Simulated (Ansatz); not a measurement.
Ansatz (a first-principles code) input (PBE0/def2-SVP):

Ansatz 0.2 input:
```yaml
crystal:
  periodic: [false, false, false]
  atoms:
    - {symbol: Si, position_ang: [0.02140107, 1.02022011, 0.84664514]}
    - {symbol: H, position_ang: [-0.40794717, 1.93007904, -0.32552620]}
    - {symbol: Si, position_ang: [0.00549076, -0.85528764, -0.60906971]}
    - {symbol: H, position_ang: [0.94334175, -0.85267924, -1.79613590]}
    - {symbol: H, position_ang: [-1.29793525, -1.23844494, -1.27462855]}
    - {symbol: H, position_ang: [0.38605502, -2.14800945, 0.07023460]}
basis:
  gaussian:
    orbitals: def2-SVP
hamiltonian:
  xc: {name: PBE0}
total_charge: -1
magnetization: {spin_polarized: true, initial_magnetization: 1}
```

Output:

```
Functional definition: PBE0
integrals: 0.01 GiB planned
541 factors; integrals over basis functions are off by at most 1.3e-3 eV
mean field: 0.20 GiB planned
mean field evaluation 1: about -15807.4639 eV, gradient 6.7e0 eV
mean field evaluation 2: about -15807.5868 eV, gradient 5.4e0 eV
mean field evaluation 4: about -15807.8330 eV, gradient 2.0e-1 eV
mean field evaluation 8: about -15807.8458 eV, gradient 5.1e-3 eV
mean field evaluation 16: about -15807.8458 eV, gradient 3.4e-5 eV
mean field -15807.84583389 eV, -580.9276194526 hartree, gradient 3.4e-5 eV, S^2 0.755466; 0 other end points of the search recorded, 0 dependent functions left out
reference -15807.84585991 eV, -580.9276204089 hartree; 17, 16 occupied and 39, 40 virtual orbitals, 541 factors
Total energy: -15807.84585991 eV, -580.9276204089 hartree
```
